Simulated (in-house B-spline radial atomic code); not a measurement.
Ionisation energies along the 1-electron series, configuration 1s1, as differences of self-consistent energies. Dirac energy differences include first-order Breit, QED and recoil terms. NIST's values go from ground level to ground level; the uncertainty of those that are theory runs from under 0.1 % in few-electron ions to several per cent in heavy many-electron ones. Computed with a radial B-spline atomic code at the basis-set limit: Dirac-Hartree-Fock, average of the configuration, finite nuclei.

```tsv
ion	configuration after	ionisation energy (eV)	IE/(q+1)² (eV)	-ε less Coulomb ΔSCF (eV)	Breit and QED recoil part (eV)	tabulated value (eV)	tabulated kind	computed minus tabulated (eV)
Tb64+	bare	61049.8	14.45	-	-81.224	61050.1	tabulated theory	0
Dy65+	bare	63072.9	14.48	-2.1766e-08	-85.463	63073.23	tabulated theory	0
Ho66+	bare	65136.8	14.51	1.1429e-07	-89.86	65137.13	tabulated theory	0
Er67+	bare	?	?	?	?	?	tabulated theory	?
Tm68+	bare	?	?	?	?	?	tabulated theory	?
Yb69+	bare	?	?	?	?	?	tabulated theory	?
Lu70+	bare	73803.9	14.641	8.9788e-08	-109.13	73804.35	tabulated theory	0
Hf71+	bare	76077.3	14.675	-	-114.39	76077.7	tabulated theory	0
Ta72+	bare	78394.2	14.711	4.899e-08	-119.84	78394.63	tabulated theory	0
W73+	bare	80755.4	14.747	-	-125.49	80755.91	tabulated theory	0
Re74+	bare	83161.9	14.784	-	-131.33	83162.41	tabulated theory	-1
```

Task: Fill in the row of Er67+.

Result: ionisation energy (eV): 67241.1; IE/(q+1)² (eV): 14.542; -ε less Coulomb ΔSCF (eV): 0; Breit and QED recoil part (eV): -94.423; tabulated value (eV): 67241.48; computed minus tabulated (eV): 0.

Task: Fill in the row of Tm68+.

Result: ionisation energy (eV): 69387.1; IE/(q+1)² (eV): 14.574; -ε less Coulomb ΔSCF (eV): 7.0744e-08; Breit and QED recoil part (eV): -99.148; tabulated value (eV): 69387.45; computed minus tabulated (eV): 0.

Task: Fill in the row of Yb69+.

Result: ionisation energy (eV): 71574.2; IE/(q+1)² (eV): 14.607; -ε less Coulomb ΔSCF (eV): 2.1766e-08; Breit and QED recoil part (eV): -104.05; tabulated value (eV): 71574.63; computed minus tabulated (eV): 0.
